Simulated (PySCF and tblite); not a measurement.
Results of a calculation; reference values are marked as such.
Stationary points of 1h-benzotriazole at PBE0-D3(BJ)/def2-SVP, in Å:

Structure A

```
 1 C    -0.341   -2.103   -1.629
 2 C    -0.873   -1.036   -0.868
 3 C    -0.185   -0.478    0.198
 4 C     1.070   -1.031    0.481
 5 N     2.041   -0.794    1.404
 6 N     3.079   -1.630    1.239
 7 N     2.842   -2.408    0.253
 8 C     1.611   -2.095   -0.269
 9 C     0.899   -2.645   -1.344
10 H    -0.929   -2.502   -2.458
11 H    -1.857   -0.640   -1.131
12 H    -0.604    0.346    0.779
13 H     2.071   -0.110    2.148
14 H     1.321   -3.469   -1.923
```

Structure B

```
 1 C    -1.050   -0.678   -1.378
 2 C    -1.639    0.418   -0.686
 3 C    -0.985    1.070    0.336
 4 C     0.301    0.596    0.670
 5 N     1.213    1.047    1.560
 6 N     2.305    0.158    1.432
 7 N     2.084   -0.772    0.552
 8 C     0.884   -0.507   -0.007
 9 C     0.203   -1.153   -1.063
10 H    -1.618   -1.152   -2.183
11 H    -2.636    0.749   -0.984
12 H    -1.427    1.918    0.861
13 H     1.706    0.301    2.477
14 H     0.658   -1.994   -1.587
```

Structure C

```
 1 C    -0.304   -2.140   -1.663
 2 C    -0.947   -1.057   -0.993
 3 C    -0.374   -0.419    0.082
 4 C     0.893   -0.886    0.500
 5 N     1.697   -0.478    1.499
 6 N     2.719   -1.288    1.385
 7 N     2.716   -2.192    0.440
 8 C     1.537   -1.969   -0.170
 9 C     0.928   -2.610   -1.273
10 H    -0.813   -2.604   -2.510
11 H    -1.926   -0.731   -1.353
12 H    -0.864    0.410    0.596
13 H     3.506   -1.214    2.023
14 H     1.423   -3.438   -1.783
```

The path came from a restrained scan, a climbing-image band and a saddle search at GFN2-xTB; energies are PBE0/pcSseg-1 + D3(BJ), IEF-PCM cyclohexane//PBE0-D3(BJ)/def2-SVP, thermal terms GFN2-xTB.

Problem. Which structure is a saddle point, and along which motion?

Solution. B: one imaginary mode (1616i cm⁻¹ at GFN2-xTB, mostly on H13), along the shift of hydrogen on N5 from N5 to N6.

Problem. Give their symmetry and energies above the lowest.

Solution. A Cs, 0.0 kcal/mol; B C1, 53.9 kcal/mol; C C2v, 0.3 kcal/mol.

Tunnelling of the moving H, left out here, will speed the real process. In real samples such hydrogens mostly exchange between molecules or through solvent, far faster than by this path.
